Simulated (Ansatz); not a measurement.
Coupled-cluster diagnostics for GeBrH3 (GeH3Br), Ansatz.

Geometry of the singlet (PBE-D4/def2-TZVP):

Cartesian coordinates in Å:
```
Ge 0.180 -0.060 0.034
Br -1.996 0.663 -0.380
H 0.414 0.047 1.555
H 1.126 0.869 -0.754
H 0.276 -1.519 -0.456
```

Correlated methods freeze 18 core orbitals; core or outer-core shells of Ge, Br are correlated, in sets that lack core-valence functions.

(1) Estimate the CCSD(T) correlation energy, the shares of MP2 and (T), T1 and the reference's ⟨S²⟩ for: charge 0, singlet, own geometry in def2-TZVPP; charge 0, singlet, own geometry in def2-TZVPD; charge 1, doublet, vertical in def2-TZVPP; charge -1, doublet, vertical in def2-TZVPD; and the rough time on 4 threads of Intel Xeon Platinum 8259CL on a shared host.

Answers

(1) 
```
                          state       basis  correlation (eV)  MP2 share (%)  (T) share (%)     T1  ⟨S²⟩ (pure)  wall time          remarks
charge 0, singlet, own geometry  def2-TZVPP           -15.638           93.6            3.2  0.009  0.00 (0.00)        9 s                –
charge 0, singlet, own geometry  def2-TZVPD           -15.513           93.4            3.2  0.009  0.00 (0.00)        9 s                –
    charge 1, doublet, vertical  def2-TZVPP           -14.751           92.3            3.1  0.016  0.76 (0.75)       42 s                –
   charge -1, doublet, vertical  def2-TZVPD           -16.195           93.5            3.5  0.019  0.76 (0.75)       45 s  HOMO above zero
```
Customary marks for T1 are 0.02 (closed shells), 0.045 (open shells) and about 0.05 (3d metals). T1 stays under 0.02 throughout.
